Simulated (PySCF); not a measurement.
Cards and structures have been mixed up. Pair them.

Structures:
1. `FC1(F)COCOC1`
2. `[BH3-][N+]#CCB(O)O`
3. `C=C1C=C1C`
4. `c1(cpccc1F)C`

Card P (geometry PBE0-D3(BJ)/def2-SVP):
* Rotational constants A, B, C: 12.050, 3.841, 2.966 GHz
* Static isotropic polarisability (PBE0/def2-SVPD): 60.6 au
* Dipole moment (PBE0/def2-SVPD): 2.59 D
* Lowest triplet excitation (Tamm–Dancoff) (TDA PBE0/def2-SVPD): 3.38 eV
* Largest of the computed one-bond spin–spin couplings (means over like bonds) (B3LYP/pcJ-1, spin–dipole term left out): 13C–1H +232.7, 13C–1H +175.2, 13C–1H +174.2, 13C–1H +137.0 (×3), 13C–13C +108.7, 13C–13C +57.3, 13C–13C +43.9, 13C–13C +25.8 Hz

Card Q (geometry PBE0-D3(BJ)/def2-SVP):
- Rotational constants A, B, C: 2.999, 1.509, 1.010 GHz
- Static isotropic polarisability (PBE0/def2-SVPD): 94.8 au
- HOMO energy (PBE0/def2-SVPD): -6.96 eV
- Core binding energies (ΔSCF SCAN, pcX-2 on the ionised atom, pcseg-1 elsewhere, spin-free X2C, 2p3/2 from a spin–orbit splitting computed afterwards within the 2p shell): P2p3/2 135.8, C1s 290.2, C1s 290.3, C1s 290.7, C1s 290.9, C1s 291.0, C1s 292.6, F1s 693.0, P1s 2149.4 eV
- Strongest line among the 10 lowest singlet transitions (TDDFT PBE0/def2-SVPD): S7 at 6.51 eV (190 nm, f = 0.484)

Card R (geometry PBE0-D3(BJ)/def2-SVP):
* Rotational constants A, B, C: 5.349, 1.187, 1.141 GHz
* Static isotropic polarisability (PBE0/def2-SVPD): 75.8 au
* HOMO energy (PBE0/def2-SVPD): -7.35 eV
* Point group: C1
* Strongest line among the 6 lowest singlet transitions (TDDFT PBE0/def2-SVPD): S6 at 6.55 eV (189 nm, f = 0.433)

Card S (geometry PBE0-D3(BJ)/def2-SVP):
* Rotational constants A, B, C: 3.467, 1.881, 1.634 GHz
* Static isotropic polarisability (PBE0/def2-SVPD): 55.6 au
* Largest of the computed one-bond spin–spin couplings (means over like bonds) (B3LYP/pcJ-1, spin–dipole term left out for some pairs): 19F–13C -303.8 (×2), 13C–1H +167.6 (×2), 13C–1H +151.1 (×4), 13C–13C +50.7 (×2), 17O–13C +28.1 (×2), 17O–13C +24.2 (×2) Hz
* HOMO energy (PBE0/def2-SVPD): -8.20 eV
* Vertical ionisation energy (ΔSCF PBE0/def2-SVPD): 10.29 eV
* 13C chemical shifts (computed TMS as zero) by class (GIAO CAM-B3LYP/pcSseg-1): 115.4 (1 C), 95.3 (1 C), 73.0 (2 C) ppm
* Dipole moment (PBE0/def2-SVPD): 2.42 D

All species are isolated and taken at one optimised geometry, non-relativistic unless stated; the electronic structure was computed with PySCF and density fitting. NMR classes are plain means over equivalent atoms (diastereotopic ones count apart unless rotation or inversion swaps them), as if these changed places fast.

**Question.** Which card belongs to which structure?

**Answer.** P = 3, Q = 4, R = 2, S = 1. What ties each card to its structure:
- 1 (card S), C4H6F2O2, monoisotopic mass 124.0 u, 8 heavy atoms: 4 C in 3 classes; the least shielded carbon (115.4 ppm) is a CF2 carbon; an asymmetric top with C = 1.634 GHz; polarisability 55.6 au for 64 electrons, the smallest shown; dipole 2.42 D.
- 2 (card R), C2H7B2NO2, monoisotopic mass 99.1 u, 7 heavy atoms: point group C1; an asymmetric top with C = 1.141 GHz; polarisability 75.8 au for 52 electrons.
- 3 (card P), C5H6, monoisotopic mass 66.0 u, 5 heavy atoms: an asymmetric top with C = 2.966 GHz, the highest such constant on the cards; polarisability 60.6 au for 36 electrons; dipole 2.59 D.
- 4 (card Q), C6H6FP, monoisotopic mass 128.0 u, 8 heavy atoms: core lines of C, F and P; an asymmetric top with C = 1.010 GHz, the lowest such constant on the cards; polarisability 94.8 au for 66 electrons, the largest shown.
